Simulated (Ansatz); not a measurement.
## Ligand exchange: Si(CH3)2(SiH3)Cl + C3H8O → Si(CH3)2(OH)(SiH3) + C3H7Cl

Species: Si(CH3)2(SiH3)Cl, singlet; C3H8O (1-propanol) `CCCO`, singlet; Si(CH3)2(OH)(SiH3), singlet; C3H7Cl (1-chloropropane) `CCCCl`, singlet. The partners trade Cl for OH: Si–Cl and C–OH bonds give way to Si–OH and C–Cl.

Shapes, held fixed at every level: PBE0-D4/def2-TZVP. Flexible molecules stand in one conformer, not always the lowest. Programs: Ansatz 0.2.0. Electronic energies: no zero-point or thermal term.

(1) Estimate ΔE of this reaction.

Answers

(1) The highest level, CCSD(T)/CBS estimate, gives ΔE = -14.2 kJ/mol; the levels span -14.3 to -8.9. The column of differences is taken from that level and isn't an error. No measured value is set beside it here. The CBS estimate extrapolates MP2 from def2-TZVPP and def2-QZVPP and adds CCSD(T) − MP2 in the triple-zeta set, cores frozen.

```tsv
level	kind	ΔE (kJ/mol)	less CCSD(T)/CBS estimate
PBE-D4/def2-TZVPP	GGA	-8.9	+5.3
r2SCAN-D4/def2-TZVPP	meta-GGA	-12.0	+2.2
wB97M-V/def2-TZVPP	range-separated hybrid	-11.4	+2.8
wB97X-V/def2-TZVPP	range-separated hybrid	-10.0	+4.2
B2PLYP/def2-TZVPP	double hybrid	-14.3	-0.1
CCSD(T)/def2-TZVPP	coupled cluster or CI	-13.7	+0.5
CCSD(T)/CBS estimate	coupled cluster or CI	-14.2	0.0
```
